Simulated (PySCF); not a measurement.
# Excitation energy of N(2+) by level of theory

N(2+) [He] 2s2 2p1 (2P) → N(2+) [He] 2s2 3s1 (2S), as a difference of total energies. All numbers are calculated (PySCF 2.14, no relativity, point nucleus, in aug-cc-pVQZ). Correlated levels: valence: 1s2 frozen. The calculations carry no spin-orbit coupling.

```
           method  excitation energy (eV)
              UHF                  27.668
              LDA                  27.659
              PBE                  27.751
             PBE0                  27.827
           r2SCAN                  28.321
             TPSS                  28.117
            B3LYP                  27.967
          wB97M-V                  27.426
          r2SCANh                  28.288
             ROHF                  27.542
    MP2 (valence)                  27.491
SCS-MP2 (valence)                  27.466
```

Question: How much does correlation contribute at MP2 (valence)?

Answer: 27.491 − (27.668) = -0.177 eV, measured against UHF.

A first-order spin-orbit estimate (lowest level to lowest level, LS coupling) adds 0.014 eV.

The promoted electron is Rydberg-like, and one or two diffuse shells describe it only roughly, which tends to raise the upper state.
